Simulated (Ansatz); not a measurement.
# Ligand exchange: C3H7ClSn + C3H8O → C3H8OSn + C3H7Cl

Species: C3H7ClSn `C[CH](C)[Sn][Cl]`, singlet; C3H8O (1-propanol) `CCCO`, singlet; C3H8OSn `C[CH](C)[Sn][OH]`, singlet; C3H7Cl (1-chloropropane) `CCCCl`, singlet. The partners trade Cl for OH: Sn–Cl and C–OH bonds give way to Sn–OH and C–Cl.

Shapes, held fixed at every level: PBE0-D4/def2-TZVP. Flexible molecules stand in one conformer, not always the lowest. Programs: Ansatz 0.2.0. The zero-point and thermal change to 298 K, harmonic and unscaled (PBE0-D4/def2-TZVP), is -4.5 kJ/mol.

**Question.** Estimate ΔH(298 K) of this reaction.

**Answer.** The highest level, CCSD(T)/def2-TZVPP, gives ΔH(298 K) = +41.1 kJ/mol; the levels span +38.2 to +50.0. The column of differences is taken from that level and isn't an error. No measured value is set beside it here. For atoms past krypton def2 sets carry core potentials with scalar relativity. Outer-core shells of Sn are correlated in most correlated rows, in sets that cover them unevenly.

```tsv
level	kind	ΔH(298 K) (kJ/mol)	less CCSD(T)/def2-TZVPP
SPW92/def2-TZVPP	LDA	+42.0	+0.9
PBE-D4/def2-TZVPP	GGA	+40.2	-0.9
r2SCAN0-D4/def2-TZVPP	global hybrid	+50.0	+8.9
wB97X-V/def2-TZVPP	range-separated hybrid	+44.6	+3.5
B2PLYP/def2-TZVPP	double hybrid	+42.1	+1.0
MP2/def2-TZVPP	perturbation theory	+38.2	-2.9
CCSD(T)/def2-TZVPP	coupled cluster or CI	+41.1	0.0
```
